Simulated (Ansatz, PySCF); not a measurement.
CF, SMILES [C]F (connectivity only; charge and spin as stated), charge +1, multiplicity 1.

Coordinates come from a PBE0-D3(BJ)/def2-TZVPD optimisation.

Vertical ionisation energy (IE) and electron affinity (EA) in eV. Rows of orbital energies are one-electron estimates. Where ΔSCF, EOM or ADC give a negative EA the extra electron is unbound and the value depends on the basis.

```tsv
level	IE	EA
−ε(HOMO), −ε(LUMO), HF/def2-TZVPD (PySCF)	26.48	7.41
−ε(HOMO), −ε(LUMO), r2SCAN/def2-TZVPD (PySCF)	20.59	13.60
−ε(HOMO), −ε(LUMO), PBE/def2-TZVPD (PySCF)	20.11	13.92
EOM-CCSD/aug-cc-pVDZ (PySCF)	26.00	8.43
ADC(2)/aug-cc-pVDZ (PySCF)	25.84	8.58
ΔSCF, CAM-B3LYP/def2-TZVPD (Ansatz), final states of multiplicity 2 and 2	25.99	9.05
ΔSCF, PBE/def2-TZVPD (Ansatz), final states of multiplicity 2 and 2	25.59	8.79
```

What vertical singlet–triplet gap does ΔSCF give with CAM-B3LYP/def2-TZVPD (Ansatz, an electronic-structure program) and with PBE/def2-TZVPD (Ansatz)? (An estimate is asked for; the answer gives what the named calculation found.)

4.68 and 4.59 eV (triplet above singlet where positive).

Give the lowest 1s main lines (those of the lightest heavy element) from CVS-ADC(2)-x/aug-cc-pVDZ (PySCF, non-relativistic), with pole strengths. (An estimate is asked for; the answer gives what the named calculation found.)

314.7 eV (1.59).

Beyond the first one, list the lowest photoelectron lines from ADC(2)/aug-cc-pVDZ run with PySCF 2.14.0 with their pole strengths (two spins summed). (Estimate from the structure and the level; the computed values follow.)

30.13 eV (1.78), 30.13 eV (1.78), 33.98 eV (1.75).
